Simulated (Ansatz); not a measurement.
Reactions of `O[SiH2]S[SiH](Cl)Cl`.

Calculated with Ansatz (gas phase, PBE0-D4/def2-TZVP geometries, no zero-point term in ΔE). CCSD(T)/CBS is the MP2 limit (def2-TZVPP, def2-QZVPP) plus CCSD(T) − MP2 in def2-TZVPP, frozen cores. This one scheme is used for every species. No spin–orbit coupling; open shells (•) take unrestricted orbitals. For Zn outer-core shells are correlated without core-valence functions, which leaves a few kJ/mol of doubt a bond. Scalar relativity is left out up to krypton. Each species was taken in one conformer, which may not be the lowest.

Task: Order these by ΔE at CCSD(T)/CBS, lowest first. (Best estimate.)
A. `O[SiH2]S[SiH](Cl)Cl` + CH₄ → `C[SiH2]S[SiH](Cl)Cl` + H₂O
B. `O[SiH2]S[SiH](Cl)Cl` + `C=C` → `C=C[SiH](Cl)Cl` + `O[SiH2]S`
C. `O[SiH2]S[SiH](Cl)Cl` + `[SiH3]CS` → `O[SiH2]SC[SiH3]` + `S[SiH](Cl)Cl`
D. `O[SiH2]S[SiH](Cl)Cl` + `C[BH][ZnH]` → `O[SiH2][BH][ZnH]` + `CS[SiH](Cl)Cl`
E. `O[SiH2]S[SiH](Cl)Cl` + `C[SiH2]S[SiH2]Cl` → `C[SiH2]S[SiH](Cl)Cl` + `O[SiH2]S[SiH2]Cl`
F. `O[SiH2]S[SiH](Cl)Cl` → `O[SiH2][S]`• + `Cl[SiH]Cl`•
G. `O[SiH2]S[SiH](Cl)Cl` + `NC1(F)CC1` → `O[SiH2]S[Si](F)(Cl)Cl` + `NC1CC1`

Result: G (-45.4 kcal/mol), E (-0.8 kcal/mol), C (+4.2 kcal/mol), B (+14.4 kcal/mol), A (+23.6 kcal/mol), D (+32.8 kcal/mol), F (+95.4 kcal/mol).

Largest T1 diagnostic: 0.014, for `O[SiH2][S]`•.
